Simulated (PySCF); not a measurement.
Ligands exchanged one at a time, B Cl-I. Isolated molecules, 0 K electronic values unless said otherwise. Strings in code marks are SMILES.

Quantity: vertical ionisation energy (energy after one electron is removed minus that of the parent at the parent's geometry), in eV.

Case: `ClB(Cl)I`. Geometry of `ClB(Cl)I` (neutral, multiplicity 1, Å):

```xyz
4

Cl    -1.0265    -1.4597    -0.0088
B     -0.0955     0.0040    -0.0008
Cl    -0.9004     1.5408    -0.0080
I      2.0224    -0.0850     0.0176
```

Task: What is the computed vertical ionisation energy (energy after one electron is removed minus that of the parent at the parent's geometry) (PBE-D3(BJ)/def2-TZVP // CAM-B3LYP-D3(BJ)/def2-TZVP (PySCF))?

Result: 9.73 eV.
